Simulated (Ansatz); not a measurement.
Steps of a relaxation of CH₅FNOV, SMILES `[CH3][V](=[NH])([OH])[F]` with RKS PBE-D4/def2-SVP.

```sh
$ ansatz run in.yaml --threads 4 --pin off --events-out ev --progress --plain --max-ram 10444MiB
```

```yaml
crystal:
  periodic: [false, false, false]
  atoms:
    - {symbol: C, position_ang: [-1.293400, -0.217200, -0.400300]}
    - {symbol: V, position_ang: [0.645500, 0.251100, 0.243200]}
    - {symbol: N, position_ang: [1.041900, -0.843000, 1.648700]}
    - {symbol: O, position_ang: [1.981900, -0.053300, -1.237000]}
    - {symbol: F, position_ang: [0.763000, 2.085700, 0.781800]}
    - {symbol: H, position_ang: [-1.371100, -1.166400, -0.871200]}
    - {symbol: H, position_ang: [-2.004900, -0.136600, 0.460000]}
    - {symbol: H, position_ang: [-1.614300, 0.600600, -1.168800]}
    - {symbol: H, position_ang: [0.517000, -0.794200, 2.566800]}
    - {symbol: H, position_ang: [1.417500, 0.222000, -2.020300]}
basis:
  gaussian: {orbitals: def2-SVP}
hamiltonian: {xc: pbe, dispersion: d4}
relax: {f_tol: 0.03, max_steps: 200}
```

Positions (Å) and forces (eV/Å) along the path, 13 of 15 steps:

```xyz
10
step=1 energy=-33038.6424 eV
C    -1.293   -0.217   -0.400    0.172    2.855    0.311
V     0.645    0.251    0.243    3.343   -0.260    1.838
N     1.042   -0.843    1.649   -1.862    3.031   -3.370
O     1.982   -0.053   -1.237   -3.148    0.485    1.973
F     0.763    2.086    0.782   -0.525   -3.268   -0.910
H    -1.371   -1.166   -0.871    0.006   -1.617   -0.604
H    -2.005   -0.137    0.460    0.259   -0.140   -0.131
H    -1.614    0.601   -1.169    0.591   -0.891    0.913
H     0.517   -0.794    2.567    0.504   -0.085   -0.517
H     1.417    0.222   -2.020    0.659   -0.109    0.497
10
step=2 energy=-33040.1190 eV
C    -1.234   -0.192   -0.368   -0.009    0.881   -0.172
V     0.667    0.244    0.210    1.427   -0.358    1.367
N     0.916   -0.843    1.506   -0.944    1.929   -1.098
O     1.835   -0.164   -1.161   -2.074    1.165   -0.265
F     0.666    1.963    0.752   -0.121   -1.667   -0.552
H    -1.297   -1.186   -0.827   -0.011   -0.378   -0.088
H    -1.931   -0.119    0.498    0.140   -0.069   -0.075
H    -1.516    0.600   -1.124    0.136   -0.372    0.314
H     0.536   -0.693    2.488    0.522   -0.285   -0.787
H     1.441    0.338   -1.971    0.933   -0.847    1.357
10
step=3 energy=-33040.3506 eV
C    -1.241   -0.172   -0.396   -0.146   -0.226   -0.059
V     0.635    0.215    0.228   -0.314    0.255   -0.359
N     0.900   -0.818    1.444   -0.386   -0.325    1.858
O     1.681   -0.236   -1.086    0.075    1.399   -2.461
F     0.639    1.854    0.714   -0.021    0.812    0.234
H    -1.310   -1.204   -0.802   -0.043    0.108    0.056
H    -1.932   -0.063    0.464   -0.055   -0.024    0.010
H    -1.502    0.572   -1.181    0.007   -0.017   -0.017
H     0.699   -0.654    2.471    0.360   -0.402   -0.823
H     1.514    0.454   -1.852    0.524   -1.580    1.562
10
step=4 energy=-33040.4811 eV
C    -1.286   -0.180   -0.400    0.403    0.208    0.043
V     0.621    0.274    0.241   -0.549   -0.969    0.053
N     0.820   -0.794    1.474    0.036    0.585   -2.371
O     1.689   -0.204   -1.098   -0.005   -0.604    0.839
F     0.591    1.924    0.733    0.039    0.331    0.081
H    -1.363   -1.214   -0.787    0.068    0.000    0.041
H    -1.994   -0.040    0.443    0.037    0.006    0.014
H    -1.501    0.554   -1.205   -0.095    0.005   -0.068
H     0.871   -0.755    2.460    0.089   -0.171    2.122
H     1.636    0.383   -1.858   -0.023    0.609   -0.754
10
step=5 energy=-33040.5932 eV
C    -1.279   -0.162   -0.401   -0.118   -0.128    0.092
V     0.590    0.270    0.238   -0.021    0.553   -0.346
N     0.844   -0.718    1.496   -0.141   -0.066   -0.154
O     1.657   -0.204   -1.102    0.143   -0.114    0.078
F     0.572    1.951    0.682    0.029   -0.088   -0.030
H    -1.357   -1.219   -0.722    0.015   -0.031    0.017
H    -1.994    0.019    0.428    0.022   -0.002    0.007
H    -1.519    0.508   -1.254    0.059    0.044   -0.018
H     0.889   -0.914    2.498    0.096   -0.177    0.290
H     1.680    0.418   -1.860   -0.084    0.008    0.064
10
step=6 energy=-33040.6108 eV
C    -1.304   -0.155   -0.420    0.042    0.046   -0.023
V     0.551    0.325    0.246   -0.056   -0.659    0.233
N     0.776   -0.691    1.502    0.220    0.251    0.278
O     1.675   -0.206   -1.027    0.022    0.038   -0.004
F     0.552    2.002    0.685    0.041    0.169    0.010
H    -1.363   -1.223   -0.707    0.025    0.022    0.026
H    -2.029    0.050    0.396    0.020    0.011   -0.030
H    -1.515    0.495   -1.298   -0.034   -0.019    0.029
H     1.061   -1.007    2.455   -0.236    0.107   -0.574
H     1.679    0.359   -1.830   -0.043    0.034    0.055
10
step=7 energy=-33040.6307 eV
C    -1.295   -0.155   -0.411   -0.012   -0.022    0.053
V     0.552    0.340    0.255    0.067    0.102   -0.047
N     0.782   -0.615    1.542   -0.034   -0.096    0.021
O     1.684   -0.189   -1.007    0.020   -0.082    0.014
F     0.585    2.043    0.623   -0.028   -0.031    0.012
H    -1.331   -1.231   -0.672   -0.021   -0.005    0.023
H    -2.030    0.059    0.393    0.003   -0.014   -0.017
H    -1.519    0.464   -1.307    0.022    0.010    0.013
H     1.015   -1.132    2.402   -0.017    0.092   -0.090
H     1.639    0.364   -1.816    0.001    0.046    0.020
10
step=8 energy=-33040.6334 eV
C    -1.297   -0.158   -0.409    0.008    0.007    0.036
V     0.555    0.338    0.247   -0.016   -0.063    0.063
N     0.778   -0.622    1.532   -0.010   -0.010   -0.051
O     1.680   -0.204   -1.017    0.028   -0.086    0.093
F     0.596    2.037    0.619   -0.017    0.036    0.011
H    -1.339   -1.235   -0.661   -0.008   -0.008    0.011
H    -2.031    0.063    0.394    0.003    0.000   -0.002
H    -1.518    0.458   -1.308    0.004    0.006   -0.001
H     1.013   -1.120    2.400   -0.015    0.038   -0.029
H     1.647    0.391   -1.794    0.024    0.080   -0.130
10
step=9 energy=-33040.6306 eV rejected
C    -1.291   -0.161   -0.399   -0.033   -0.039    0.019
V     0.567    0.320    0.235   -0.018    0.115   -0.013
N     0.795   -0.656    1.505   -0.105    0.147   -0.313
O     1.685   -0.196   -1.044    0.074    0.002   -0.116
F     0.581    2.014    0.637    0.002   -0.005   -0.001
H    -1.349   -1.235   -0.661    0.001   -0.011   -0.004
H    -2.012    0.055    0.416    0.009    0.013    0.001
H    -1.521    0.466   -1.287   -0.001    0.010   -0.014
H     0.949   -1.062    2.426    0.091   -0.184    0.339
H     1.677    0.403   -1.825   -0.020   -0.047    0.100
10
step=10 energy=-33040.6351 eV
C    -1.296   -0.159   -0.405   -0.005   -0.006    0.001
V     0.556    0.334    0.242    0.063   -0.054   -0.098
N     0.778   -0.636    1.517    0.002   -0.004    0.009
O     1.688   -0.200   -1.027   -0.054    0.030    0.069
F     0.585    2.030    0.630   -0.008    0.023    0.010
H    -1.348   -1.239   -0.647   -0.004    0.007    0.007
H    -2.025    0.074    0.399   -0.001    0.002    0.007
H    -1.517    0.451   -1.307    0.001    0.000    0.000
H     0.998   -1.106    2.404   -0.005    0.001   -0.004
H     1.664    0.398   -1.805    0.009    0.001    0.000
10
step=13 energy=-33040.6154 eV rejected
C    -1.284   -0.162   -0.401   -0.085   -0.061    0.100
V     0.578    0.313    0.234   -0.224    0.249    0.346
N     0.817   -0.660    1.510   -0.202    0.227   -0.620
O     1.662   -0.198   -1.053    0.356   -0.196   -0.317
F     0.610    2.006    0.636   -0.020   -0.005   -0.014
H    -1.324   -1.226   -0.707    0.001    0.000    0.004
H    -2.007    0.005    0.427    0.056    0.015   -0.062
H    -1.530    0.495   -1.263    0.010    0.009    0.007
H     0.906   -1.022    2.453    0.130   -0.248    0.535
H     1.655    0.398   -1.833   -0.022    0.011    0.022
10
step=14 energy=-33040.6336 eV rejected
C    -1.294   -0.162   -0.401   -0.013   -0.015    0.018
V     0.564    0.326    0.233   -0.034    0.065    0.057
N     0.789   -0.646    1.507   -0.086    0.114   -0.233
O     1.689   -0.195   -1.037    0.073   -0.032   -0.078
F     0.583    2.021    0.630   -0.003    0.002   -0.003
H    -1.356   -1.239   -0.646    0.001   -0.016   -0.003
H    -2.011    0.071    0.414    0.001    0.008    0.002
H    -1.524    0.453   -1.297    0.001    0.010   -0.011
H     0.961   -1.086    2.412    0.069   -0.127    0.226
H     1.681    0.407   -1.813   -0.008   -0.009    0.025
10
step=15 energy=-33040.6357 eV
C    -1.299   -0.161   -0.402   -0.001   -0.004   -0.005
V     0.558    0.332    0.234    0.012   -0.002   -0.010
N     0.778   -0.638    1.509    0.001   -0.002    0.001
O     1.697   -0.194   -1.027   -0.010    0.007    0.001
F     0.576    2.028    0.627    0.000    0.007    0.001
H    -1.366   -1.244   -0.625   -0.002    0.005    0.000
H    -2.015    0.094    0.407   -0.002    0.000   -0.001
H    -1.522    0.438   -1.311   -0.001   -0.003    0.001
H     0.988   -1.113    2.395    0.002   -0.005    0.007
H     1.688    0.408   -1.802    0.002   -0.004    0.005
```

It took 15 s on 4 threads of an INTEL XEON PLATINUM 8581C on a shared host, with 0.21 GiB of host memory at the peak.
